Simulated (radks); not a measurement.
Results of a calculation; reference values are marked as such.
Coulomb parameter of the 4f shell of the promethium ion Pm3+ in the model configuration [Xe] 4f2.5 6p1.5, as a second difference U = [E(n + 0.5) + E(n - 0.5) - 2 E(n)] / (0.5)^2 with all orbitals relaxed. "Bare": the charge of the atom changes with n. "Screened": the 6p shell takes up the change at fixed total charge, which measures U(4f,4f) + U(6p,6p) - 2 U(4f,6p). Level of theory: scalar-relativistic Kohn-Sham, SCAN, spin-unpolarised, spherical densities, finite nucleus; meta-GGA in the generalised Kohn-Sham scheme; Fermi nuclear charge, rms radius 4.962 fm (a radial shooting solver on a logarithmic mesh with Libxc functionals).

[
 {"case": "start", "configuration": "[Xe] 4f2.5 6p1.5", "E - E(n) (eV)": "0.000"},
 {"case": "bare +0.5", "configuration": "[Xe] 4f3 6p1.5", "E - E(n) (eV)": "-21.692"},
 {"case": "bare -0.5", "configuration": "[Xe] 4f2 6p1.5", "E - E(n) (eV)": "26.708"},
 {"case": "screened +0.5", "configuration": "[Xe] 4f3 6p1", "E - E(n) (eV)": "-12.869"},
 {"case": "screened -0.5", "configuration": "[Xe] 4f2 6p2", "E - E(n) (eV)": "15.321"}
]

U(bare) = 20.063 eV, U(screened by 6p) = 9.810 eV, against the Slater integral F0(4f,4f) = 29.389 eV with frozen orbitals.
